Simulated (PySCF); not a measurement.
## [Tm(SH)4]−: from a saddle point downhill

PySCF 2.14.0, RKS PBE0, Tm lcecp-1-SVP with ECP58, S def2-SVP, H def2-SVP; non-relativistic Hamiltonian with scalar-relativistic core potentials where named; density fitting; no spin-orbit coupling. Relaxed within the symmetry of its start, the geometry (S4) is

```xyz
9

Tm    0.0000    0.0000    0.0000
S     1.5168    1.6497    1.3559
H     2.4401    0.6717    1.5194
S    -1.5168   -1.6497    1.3559
H    -2.4401   -0.6717    1.5194
S     1.6497   -1.5168   -1.3559
H     0.6717   -2.4401   -1.5194
S    -1.6497    1.5168   -1.3559
H    -0.6717    2.4401   -1.5194
```

and its lowest harmonic modes are -101, -6, 63, 64, 71, 74 cm⁻¹ (negative: unstable). It was moved along the lowest mode and relaxed again, within the group S4 that the move left.

Problem. Where does it end, and how much lower?

Solution. In S4, 0.041 eV lower, after 17 steps:
```xyz
9

Tm    0.0000    0.0000    0.0022
S     1.4364    1.5626    1.5316
H     1.8230    0.4829    2.2541
S    -1.4364   -1.5626    1.5316
H    -1.8230   -0.4829    2.2541
S     1.5641   -1.4323   -1.5289
H     0.4828   -1.8127   -2.2530
S    -1.5641    1.4323   -1.5289
H    -0.4828    1.8127   -2.2530
```

Problem. How do the contacts change?

Solution. 
| contact | saddle (Å) | end (Å) |
| --- | --- | --- |
| Tm1–S2 (SH) | 2.619 | 2.616 |
| Tm1–S4 (SH) | 2.619 | 2.616 |
| Tm1–S6 (SH) | 2.619 | 2.616 |
| Tm1–S8 (SH) | 2.619 | 2.616 |


No frequency check is given for the end.

An lcecp potential fixes the number of 4f electrons, so in runs with it no electron can move into or out of that shell.

State: singlet in the valence, with the 4f electrons in the core potential.
